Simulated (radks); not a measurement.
Q: The mean radii <r> (bohr) of the occupied orbitals of an atom or ion are listed with their occupations. All-electron calculation, non-relativistic Kohn-Sham, TPSS, spin-polarised, spherical densities, point nucleus; meta-GGA in the generalised Kohn-Sham scheme. Program: a radial shooting solver on a logarithmic mesh with Libxc functionals.

orbital  occ.      <r>
1s up       1  0.02297
1s down     1  0.02297
2s up       1  0.09764
2s down     1  0.09763
2p up       3  0.08279
2p down     3  0.08278
3s up       1   0.2499
3s down     1   0.2498
3p up       3   0.2398
3p down     3   0.2396
3d up       5   0.2121
3d down     5   0.2121
4s up       1   0.5290
4s down     1   0.5294
4p up       3   0.5327
4p down     3   0.5331
4d up       5   0.5354
4d down     2   0.5358
5s up       1   0.9703

Name the element and its charge. Open shells, if any, are filled with parallel spins first.

A: Z = 66, dysprosium, charge +22: Dy22+ in [Kr] 4d7 5s1. The 1s radius gives Z: for a bare nucleus <r> = 1.5/Z, 0.02273 bohr for Z = 66, and screening makes it slightly larger (0.02297 here). The occupations add up to 44, and the charge is Z minus that.
